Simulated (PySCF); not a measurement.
## Pr³⁺ (praseodymium, charge +3) across methods

[Xe] 4f2, one real determinant. Calculation: PySCF 2.14, in x2c-TZVPPall with one added diffuse shell each of s, p, d, f type (12s8p8d5f2g, 129 functions); the spin-free X2C one-electron Hamiltonian (Gaussian nucleus).

| method | E (hartree) | mean ε 5p α (eV) | mean ε 5p β (eV) | mean ε 4f α (eV) | Σ⟨r²⟩ (bohr²) | ⟨S²⟩ |
| --- | --- | --- | --- | --- | --- | --- |
| PBE0 | -9234.80 | -49.134 | -48.395 | -33.371 | 37.82 | 2.001 |
| LDA | -9227.59 | -47.518 | -46.831 | -30.783 | 37.84 | 2.000 |
| PBE | -9234.76 | -47.317 | -46.623 | -30.784 | 37.86 | 2.001 |
| r2SCAN | -9235.15 | -47.897 | -47.118 | -31.276 | 37.85 | 2.002 |
| UHF | -9231.77840 | -53.347 | -52.362 | -40.402 | 37.98 | 2.002 |

⟨L²⟩ = 24.01 against 30 for a pure H term, so this real determinant mixes terms. Spin-orbit coupling, absent here, splits the open shell strongly.
